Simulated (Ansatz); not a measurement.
CH4AlBrGe at its PBE0-D4/def2-TZVP geometry, where that method's forces vanish. The species carries charge 0 and has multiplicity 1. The bonds changed during the relaxation, so this is another structure than the one it started from.

```json
{"atom": "Br1", "x (Å)": "1.104", "y (Å)": "1.758", "z (Å)": "-0.662"}
{"atom": "C2", "x (Å)": "0.828", "y (Å)": "0.079", "z (Å)": "0.445"}
{"atom": "Al3", "x (Å)": "-0.903", "y (Å)": "0.928", "z (Å)": "0.666"}
{"atom": "Ge4", "x (Å)": "-0.477", "y (Å)": "-1.002", "z (Å)": "-0.671"}
{"atom": "H5", "x (Å)": "1.792", "y (Å)": "-0.209", "z (Å)": "0.851"}
{"atom": "H6", "x (Å)": "-1.667", "y (Å)": "1.989", "z (Å)": "1.543"}
{"atom": "H7", "x (Å)": "-0.567", "y (Å)": "-2.395", "z (Å)": "-0.012"}
{"atom": "H8", "x (Å)": "-0.108", "y (Å)": "-1.149", "z (Å)": "-2.159"}
```

Question: For each bond, give half the difference of the two atoms' forces along it (eV/Å; positive pushes the atoms apart) under PBE-D4, r2SCAN-D4, B3LYP-D4, ωB97M-V in def2-TZVPP. (Best estimate.)

Answer: Computed: 
```
   bond  length (Å)  PBE-D4  r2SCAN-D4  B3LYP-D4  ωB97M-V
 Br1–C2       2.030    0.20       0.24      0.42     0.12
Br1–Al3       2.546    0.20       0.08      0.31     0.07
 C2–Al3       1.941    0.12       0.01      0.16     0.08
 C2–Ge4       2.029    0.12       0.05      0.19     0.04
  C2–H5       1.085    0.08      -0.04     -0.18    -0.13
Al3–Ge4       2.386    0.08       0.03      0.18     0.05
 Al3–H6       1.574   -0.01      -0.01     -0.16    -0.15
 Ge4–H7       1.543    0.07      -0.05     -0.05    -0.07
 Ge4–H8       1.540    0.08      -0.03     -0.02    -0.06
```

B3LYP here is the variant with VWN-RPA as its local correlation; programs differ in this.
